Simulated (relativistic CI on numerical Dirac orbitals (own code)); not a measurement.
# What each ingredient does to the levels of Gd21+

Base calculation: Dirac-Coulomb-Breit CI, orbitals from a KLI potential per configuration, model QED (radiative potential, 1s self-energy scaled to tabulated hydrogen-like ionisation energies), unscaled Slater integrals.

Configuration list (outside the closed core [Ar] 3d10): 4s2 4p6 4d7, 4s2 4p5 4d8, 4s2 4p6 4d6 4f, 4s 4p6 4d8, 4s2 4p5 4d7 4f, 4s2 4p6 4d6 5s, 4s 4p6 4d7 4f, 4s2 4p6 4d6 5p, 4s2 4p6 4d5 4f 5s, 4s2 4p6 4d6 5d, 4s2 4p6 4d5 5s 5p, 4s2 4p5 4d7 5s, 4s2 4p6 4d6 5f, 4s2 4p6 4d6 6s, 4s2 4p6 4d6 6p, 4s 4p6 4d7 5s, 4p6 4d8 4f, 4s2 4p6 4d6 7s, 4p6 4d9, 4p5 4d10, 4p5 4d9 4f, 4s2 4p6 4d5 5s2, 4s2 4p6 4d4 4f 5s2, 4s2 4p5 4d5 4f 5s2, 4s 4p6 4d5 4f 5s2, 4p6 4d8 5s, 4p5 4d9 5s, 4p5 4d8 4f 5s, 4p6 4d7 5s2, 4p5 4d8 5s2, 4p6 4d6 4f 5s2, 4p5 4d7 4f 5s2. Double excitations out of closed p, d and f shells are left out; levels of such configurations are missing from the list, as are those of other unlisted configurations, and high levels can miss mixing partners.

Variants: (1) QED terms removed; (2) only the first configuration. Shifts of the energy above 4s2 4p6 4d7 4F_9/2, in cm⁻¹, for the lowest level and the first level of each name with at least 55 % of one term (blank where a level changes its place among those of its configuration and J or its character, or is not in the variant):

```
                  Level     Base  Δ(1)   Δ(2)
     4s2 4p6 4d7 4F_9/2        0     0      0
     4s2 4p6 4d7 4F_7/2    49032  -151   -506
     4s2 4p6 4d7 4P_5/2    75918  -159  -1247
     4s2 4p6 4d7 4P_1/2    85101  -143   -708
    4s2 4p6 4d7 2H_11/2    90392  -145  +1653
     4s2 4p6 4d7 2G_7/2   100534  -169    +31
     4s2 4p6 4d7 2F_5/2   122922  -131   -209
     4s2 4p6 4d7 2H_9/2   142662  -299   +676
     4s2 4p6 4d7 2P_1/2   143612  -295   -556
     4s2 4p6 4d7 2F_7/2   158974  -268    -40
     4s2 4p6 4d7 2D_3/2   161205  -210  -2410
   4s2 4p5 4d8 4G°_11/2  1043887  +479       
    4s2 4p5 4d8 2F°_7/2  1072328  +457       
4s2 4p6 4d6 4f 6G°_13/2  1163320   -76
```

At this charge energies of transitions that change n are usually good to better than 1 %, and those within a shell (Δn = 0) to a few per cent. Terms inside the open d or f shell come out 10 to 20 % too wide with unscaled integrals.

Ionisation energy from the two ground configurations alone: base 679.863 eV. The NIST ASD value (theoretical) is 680 eV.

LS names give the leading component of a level, which can be under half, so a name can repeat, a term be missing and a line seem to break the LS rules.
